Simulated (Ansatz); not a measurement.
The cluster K2Bi⁻. Charge -1, multiplicity 1. Geometry PBE-D4/def2-TZVPD.

```xyz
3

K    -1.602   -1.344    1.284
K     2.274    0.923    0.056
Bi   -0.671    0.421   -1.340
```

In the def2 sets Bi takes a core potential; there is no spin–orbit coupling. The restricted singlet is unstable towards broken spin symmetry at other levels; at PBE-D4/def2-SVPD, CAM-B3LYP-D4/def2-TZVPD, ωB97X-V/def2-TZVPD this wasn't settled. At PBE-D4/def2-SVPD, PBE-D4/def2-TZVPD, r2SCAN-D4/def2-TZVPD the highest occupied level of the charge -1 singlet lies above zero (up to 0.77 eV). The electron is either unbound and held by the finite basis, or the level is raised by self-interaction error. At PBE-D4/def2-TZVPD, r2SCAN-D4/def2-TZVPD the restricted singlet is unstable: a solution with broken spin symmetry lies lower. The geometry of the singlet was relaxed on an unsound state (restricted singlet, unstable towards broken spin symmetry). The order of the spin states hangs on the level: the triplet lies 0.19 eV below the singlet at PBE0-D4/def2-TZVPD, but 0.01 eV above it at PBE-D4/def2-TZVPD. The singlet is doubtful at PBE0-D4/def2-TZVPD (restricted singlet, unstable towards broken spin symmetry). The singlet is doubtful at PBE-D4/def2-TZVPD (restricted singlet, unstable towards broken spin symmetry). The structure comes from a short search, and lower isomers may exist.

(1) Estimate the orbital energies around the gap (eV) in Ansatz with PBE-D4/def2-SVPD, PBE-D4/def2-TZVPD, r2SCAN-D4/def2-TZVPD, CAM-B3LYP-D4/def2-TZVPD, ωB97X-V/def2-TZVPD.

Answers

(1) 
| orbital | PBE-D4/def2-SVPD | PBE-D4/def2-TZVPD | r2SCAN-D4/def2-TZVPD | CAM-B3LYP-D4/def2-TZVPD | ωB97X-V/def2-TZVPD |
| --- | --- | --- | --- | --- | --- |
| HOMO−13 | -20.85 | -20.78 | -21.38 | -24.14 | -25.14 |
| HOMO−12 | -20.72 | -20.66 | -21.28 | -24.03 | -25.06 |
| HOMO−11 | -20.64 | -20.59 | -21.20 | -23.89 | -24.87 |
| HOMO−10 | -20.62 | -20.58 | -21.19 | -23.89 | -24.87 |
| HOMO−9 | -15.21 | -14.97 | -15.71 | -18.35 | -19.46 |
| HOMO−8 | -15.20 | -14.96 | -15.70 | -18.34 | -19.44 |
| HOMO−7 | -15.19 | -14.95 | -15.69 | -18.34 | -19.43 |
| HOMO−6 | -15.19 | -14.95 | -15.69 | -18.33 | -19.43 |
| HOMO−5 | -15.17 | -14.93 | -15.65 | -18.32 | -19.42 |
| HOMO−4 | -15.15 | -14.90 | -15.63 | -18.29 | -19.39 |
| HOMO−3 | -8.42 | -8.38 | -8.64 | -10.93 | -11.91 |
| HOMO−2 | 0.13 | 0.16 | 0.16 | -0.81 | -1.50 |
| HOMO−1 | 0.25 | 0.28 | 0.28 | -0.72 | -1.21 |
| HOMO | 0.77 | 0.77 | 0.70 | -0.51 | -1.17 |
| LUMO | 0.86 | 0.90 | 0.90 | 1.87 | 2.27 |
| LUMO+1 | 1.07 | 1.07 | 1.12 | 1.87 | 2.35 |
| LUMO+2 | 1.73 | 1.70 | 1.81 | 2.53 | 2.93 |
| LUMO+3 | 2.00 | 1.93 | 2.08 | 2.75 | 3.14 |
| LUMO+4 | 2.06 | 2.00 | 2.20 | 2.76 | 3.15 |
| LUMO+5 | 2.14 | 2.03 | 2.29 | 2.78 | 3.18 |
